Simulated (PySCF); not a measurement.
I$_{2}$Sn, singlet, at a GFN2-xTB geometry (such geometries of metal compounds can be far from the true shape) (core potentials on I, Sn). Base run: PySCF with DF-M062X/def2-TZVP.

Here is a job for PySCF.
```python
from pyscf import gto, scf, dft

mol = gto.M(
    atom='''
Sn   -0.00085342   -0.00395542    1.15473199
I     1.08671471   -1.84536015   -0.55020954
I    -1.08590960    1.84909168   -0.53916026
''',
    basis='def2-tzvp',
    ecp={'I': 'def2-tzvp', 'Sn': 'def2-tzvp'},
    verbose=4,
)

mf = dft.RKS(mol)
mf.xc = 'm062x'
mf = mf.density_fit(auxbasis='def2-universal-jkfit')
mf.kernel()
```

Each row names what was changed in the base input (with any setting that the change needs).

| change | ΔE vs base (µEh) | SCF cycles | outcome |
|---|---|---|---|
| base | 0.0 | 13 | converged |
| solver = newton; init_guess = 1e | 0.0 | - | converged |
| conv_tol = 1e-6 | 0.0 | 10 | converged |
| DIIS = ADIIS | 0.0 | 17 | converged |
| diis_space = 2 | 0.0 | 19 | converged |
| level_shift = 0.5 (with mf.max_cycle = 100) | 0.0 | 23 | converged |
| diis_space = 12 | 0.0 | 12 | converged |
| init_guess = vsap | - | - | input refused |
| solver = newton | 0.0 | - | converged |
| diis = off; damp = 0.3 (with mf.diis_start_cycle = 200; with mf.max_cycle = 150) | 0.0 | 22 | converged |
| init_guess = atom | 0.0 | 10 | converged |
| level_shift = 1.0 (with mf.max_cycle = 100) | 0.0 | 38 | converged |
| diis = off; damp = 0.6 (with mf.diis_start_cycle = 200; with mf.max_cycle = 150) | 0.0 | 25 | converged |

- init_guess = vsap: ended with `AssertionError: ECP or PP not supported`
